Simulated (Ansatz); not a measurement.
`BrCC(Br)Br`, relaxed with RKS PBE0-D4/def2-TZVP in the Gaussian-basis code of Ansatz from a PBE-D4/def2-SVP geometry. The force threshold is 0.005 eV/Å; the program also tests the step.

Total charge 0; spin multiplicity 1.

Start:

```xyz
8

Br   -1.930   -0.727   -1.109
C    -0.572    0.447   -0.326
C     0.493   -0.342    0.410
Br    1.564   -1.456   -0.779
Br    1.616    0.939    1.395
H    -0.135    1.049   -1.143
H    -1.103    1.109    0.383
H     0.066   -1.019    1.170
```

| step | energy (eV) | largest force (eV/Å) | largest move (Å) |
| --- | --- | --- | --- |
| 1 | -212236.1204 | 0.536 | 0.000 |
| 2 | -212236.1537 | 0.161 | 0.029 |
| 3 | -212236.1568 | 0.027 | 0.013 |
| 4 | -212236.1569 | 0.014 | 0.005 |
| 5 | -212236.1570 | 0.004 | 0.004 |

End:

```xyz
8

Br   -1.916   -0.717   -1.085
C    -0.565    0.446   -0.324
C     0.487   -0.340    0.409
Br    1.555   -1.427   -0.771
Br    1.594    0.921    1.388
H    -0.136    1.026   -1.138
H    -1.084    1.102    0.371
H     0.064   -1.011    1.151
```

Run time 17 s (2 threads of an AMD EPYC 7R13 on a shared host and a share of an NVIDIA H100 80 GB); peak host memory 0.98 GiB.
